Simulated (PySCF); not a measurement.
# Heteronuclear NMR

Geometry (Å), atoms numbered from 1 in this order:
```xyz
19

C     1.9051   -1.8162    1.9131
O     1.0909   -1.4524    0.8439
Si   -0.0535   -0.2897    0.8904
Si    0.6232    1.9033    0.9879
N    -0.7118   -0.5327   -0.7219
C    -1.1933    0.5233   -1.3911
C    -1.7815    0.2441   -2.7554
O    -1.1538    1.6487   -0.9202
H     2.6264   -2.5529    1.5581
H     2.4374   -0.9503    2.3123
H     1.3078   -2.2532    2.7172
H    -1.1377   -0.7659    1.7754
H    -0.4425    2.8048    1.4055
H     1.6660    2.0309    2.0421
H     1.3049    2.3732   -0.2193
H    -0.7329   -1.4286   -1.1823
H    -1.0090   -0.1502   -3.4131
H    -2.1763    1.1647   -3.1758
H    -2.5792   -0.4917   -2.6741
```

[PySCF 2.14.0 with density-fitted response routines: GFN2-xTB structure; GIAO PBE0/pcSseg-1 shieldings; averaged over atoms made equivalent by symmetry, fast rotation or ring inversion; one computed conformer; non-relativistic; no solvent]

**Question.** What are the $^{29}$Si shifts?

**Answer.** 
```csv
atoms,environment,σ (ppm),δ (ppm)
Si3,"silicon bonded to N, O, Si, H",357.8,-14.2
Si4,"silicon bonded to Si, 3 H",479.8,-114.4
```

Shieldings were converted by a linear fit to measured shifts: $^{29}$Si: δ = 279.94 − 0.822σ (rms 8.9 ppm, 72 shifts, 25.8 ppm with the 6 outliers that the fit left out vs TMS, solution or neat liquid). Occasional misses reach two or three times the rms, and more in compound classes unlike the fitted ones.

On a 600 MHz spectrometer $^{29}$Si resonates near 119.2 MHz, so 1 ppm is 119.2 Hz.

**Question.** Predict the $^{15}$N NMR data.

**Answer.** 
| atoms | environment | σ (ppm) | δ (ppm) |
| --- | --- | --- | --- |
| N5 | amide-type nitrogen | 132.8 | -270.4 |

Shieldings were converted by a linear fit to measured shifts: $^{15}$N: δ = -148.07 − 0.921σ (rms 6.3 ppm, 71 shifts vs CH3NO2, solution or neat liquid). A few per cent of atoms miss by over 2 rms, more outside the fitted compound classes.

On a 300 MHz spectrometer $^{15}$N resonates near 30.4 MHz, so 1 ppm is 30.4 Hz.

**Question.** Predict the $^{17}$O NMR data.

**Answer.** 
```
atoms                 environment  σ (ppm)  δ (ppm)
   O8  amide-type carbonyl oxygen   -102.2    359.8
   O2      oxygen bonded to C, Si    330.7    -34.5
```

Shieldings were converted by a linear fit to measured shifts: $^{17}$O (scatter 10.7 ppm rms, 12.2 ppm with the 3 outliers that the fit left out vs liquid water, solution or neat liquid). Occasional misses reach two or three times the rms, and more in compound classes unlike the fitted ones.

On a 400 MHz spectrometer $^{17}$O resonates near 54.2 MHz, so 1 ppm is 54.2 Hz.

Hydrogen bonding in solution shields acid and N–H amide carbonyl oxygens by tens of ppm.
